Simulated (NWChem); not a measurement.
Molecule: 1,1-difluoroethane (C2H4F2); SMILES CC(F)F

Computed with NWChem. Coordinates come from a PBE0/def2-SVP optimisation. Ions are spin-unrestricted doublets at the neutral geometry; other ion states weren't tried. Functional: LC-ωPBE (HJS hole) with def2-SVP; the question gives the range parameter ω in 1/bohr.

Question: Estimate the computed values for range parameter (1/bohr) 0.80. Quantities: vertical ionisation energy, ΔSCF (eV); −ε(HOMO) (eV).

Answer: 
```
Property                               Result
-------------------------------------  ------
vertical ionisation energy, ΔSCF (eV)   13.35
−ε(HOMO) (eV)                           14.03
```
